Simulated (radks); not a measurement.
The numbers below are computed, except where a source is named.
These are the eigenvalues of the occupied orbitals of an atom or ion with whole-number occupations (eV). Code: a radial shooting solver on a logarithmic mesh with Libxc functionals. Model: scalar-relativistic Kohn-Sham, r2SCAN, spin-polarised, spherical densities, finite nucleus; meta-GGA in the generalised Kohn-Sham scheme; Fermi nuclear charge, rms radius of each element as measured or else 0.836 A^(1/3) + 0.57 fm.

orbital  eigenvalue
1s up     -76206.79
1s down   -76206.79
2s up     -13365.63
2s down   -13365.35
2p up     -11611.33
2p down   -11611.11
3s up     -3142.962
3s down   -3142.921
3p up     -2627.646
3p down   -2627.582
3d up     -2058.987
3d down   -2058.816
4s up     -683.1947
4s down   -682.9433
4p up     -513.4314
4p down   -513.2068
4d up     -303.7807
4d down   -303.5101
5s up     -109.0318
5s down   -107.3145
4f up      -71.2533
4f down    -70.8377
5p up      -65.4491
5p down    -63.2213
5d up      -16.6638
6s up      -14.6977
5d down    -13.6903

Which element is it, and in what charge state? The configuration may be excited. Open shells, if any, are filled with parallel spins first.

Answer. Z = 77, iridium, charge +1: Ir+ in [Xe] 4f14 5d7 6s1. The list shows which subshells hold electrons but not how many an open one holds; the 1s level, -2800.5 hartree, gives Z - s = 74.8 by -(Z - s)^2/2, which with screening and relativity narrows Z to a few neighbours, and the depths of the outer levels then fix element, charge and occupations together.
